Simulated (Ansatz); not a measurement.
## Ansatz (development build ahead of 0.2.0) run

```yaml
crystal:
  periodic: [false, false, false]
  atoms:
    - { symbol: H, position_ang: [0.02266, -0.02979, -0.51748] }
    - { symbol: H, position_ang: [0.02768, 0.04051, 0.5603] }
basis:
  gaussian: { orbitals: aug-cc-pVDZ }
total_charge: 1
magnetization:
  spin_polarized: true
  initial_magnetization: 1
hamiltonian:
  xc: hf
```

The input is written out in the form of the current development build from the run's settings.

Output:

| Property | Result |
| --- | --- |
| Converged | yes |
| Total energy | -0.60117 hartree |
| Spin squared of the determinant | 0.750 |

Caution: the charge can sit on one fragment and break the point group.
